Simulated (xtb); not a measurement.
Harmonic IR lines of one isomer of C2H4BN, unscaled. Computed with GFN2-xTB run with xtb.

wavenumber (cm⁻¹): 430 (w), 656 (w), 716 (m), 852 (s), 1035 (w), 1170 (w), 1262 (w), 1421 (vs), 2310 (m), 2625 (s), 2668 (s), 3419 (w)

Identify which structure gives these lines.
A) `BC#CN`
B) `[H]/N=C\C=B`
C) `CBC#N`
D) `BNC#C`

D, `BNC#C`
